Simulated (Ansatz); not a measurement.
hydrogen telluride cation (H₂Te), SMILES [TeH2] (connectivity only; charge and spin as stated), charge +1, multiplicity 2.

Coordinates come from a PBE0-D3(BJ)/def2-TZVPD optimisation. The spin state was assumed, not searched. The def2 effective core potentials stand for the cores of Te; spin–orbit coupling is left out.

Two levels are set side by side: PBE/def2-TZVPD (Ansatz, a first-principles code) and CAM-B3LYP/def2-TZVPD (Ansatz). Energy differences of separate SCF runs at the same geometry; the states with an electron removed or added have multiplicity 1 and 1. Differences are taken from unrounded values.

```json
[
 {"quantity": "vertical ionisation energy (eV)", "CAM-B3LYP": "17.98", "PBE": "17.87", "PBE minus CAM-B3LYP": "-0.10"},
 {"quantity": "vertical electron affinity (eV)", "CAM-B3LYP": "9.06", "PBE": "8.95", "PBE minus CAM-B3LYP": "-0.11"}
]
```

On these quantities the two levels nearly agree.
